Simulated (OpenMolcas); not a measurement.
Cr3+ with 6 ligands (ammonia) in octahedral coordination (S6) at 2.04 Å. Ligand basis ANO-RCC-VDZP.

- Program: OpenMolcas
- Method: CASSCF
- Basis: ANO-RCC-VTZP [6s5p3d2f1g]
- Scalar Hamiltonian: DKH2, point nucleus
- Active space: 3 electrons in 5 orbitals (3d)
- State averaging: 2S+1 = 4 even, 10 roots; 2S+1 = 2 even, 40 roots
- Spin-orbit coupling: RASSI with atomic mean-field integrals over the reference wave functions

Task: What is the spin-free ground state?

Result: A state of multiplicity 4, 1-fold in its orbital part; it has the highest spin that d3 allows.

Task: Where is the first state of the same spin?

Result: A 1-fold state lies at 21500 cm-1 above the ground state.

Task: What are the lowest two levels with spin-orbit coupling?

Result: A 4-fold level, then a 2-fold level 19458 cm-1 above it. Their leading multiplicities are 4 (100 %) and 2 (98 %).

Task: What is χT at 300 K, and how does it compare with the textbook value?

Result: The lowest level has 2S+1 = 4, for which the spin-only value is χT = S(S+1) / 2 = 1.875 cm3 K/mol (g = 2). The computed 1.849 at 300 K differs by -0.026, through orbital momentum, spin-orbit coupling and any other state in reach.

Without dynamic correlation the repulsion within the d shell is too large (B by tens of per cent), so at a given field states of lower spin stand too high. Ligand-to-metal charge-transfer states are missing. With no ligand orbital active B as a rule stays too high, so bands that hang on it stand too high and its fall with covalency is understated. With metal d orbitals alone the field can be off either way by tens of per cent. No measured value stands beside these numbers; the geometry is a model, was not optimised and need not be the one that this ion takes.
